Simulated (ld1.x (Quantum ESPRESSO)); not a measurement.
u(r) = r·R(r): atom against pseudo-atom (strontium)

Columns: radius, all-electron u(r) and pseudo u(r) of the 4p shell (level -23.49 eV) of strontium in the configuration [Ar] 3d10 4s2 4p6 4d0 5s1.5 5p0.5; PBE, scalar-relativistic, RRKJ scheme, ld1.x (Quantum ESPRESSO) 7.5.

```tsv
r (bohr)	all-electron	pseudo
0.132	0.1955	0.0225
0.265	-0.3116	0.0881
0.398	-0.4276	0.1891
0.530	-0.2035	0.3129
0.663	0.1254	0.4477
0.795	0.4239	0.5778
0.928	0.6502	0.6926
1.060	0.7958	0.7810
1.193	0.8731	0.8389
1.325	0.8955	0.8638
1.458	0.8787	0.8582
1.590	0.8359	0.8271
1.723	0.7768	0.7763
1.855	0.7099	0.7135
1.988	0.6398	0.6442
2.120	0.5712	0.5744
2.252	0.5057	0.5075
2.385	0.4445	0.4450
2.518	0.3885	0.3885
2.650	0.3384	0.3384
2.782	0.2938	0.2938
2.915	0.2540	0.2540
3.048	0.2191	0.2191
3.180	0.1889	0.1889
3.312	0.1626	0.1626
3.445	0.1396	0.1396
```

Task: How many radial nodes do the two functions have?

Result: The all-electron 4p function has n − l − 1 = 2; the pseudo-wave has 0, since the states of the same l below it are removed with the core.

Task: At about which radius was the pseudo-wave matched?

Result: 2.65 bohr, where the columns begin to agree (steps of 0.13 bohr).

Task: Is the pseudo-wave norm-conserving?

Result: Yes: the RRKJ scheme keeps the norm inside the radius equal to the all-electron one, which fixes the energy derivative of the logarithmic derivative at the level.
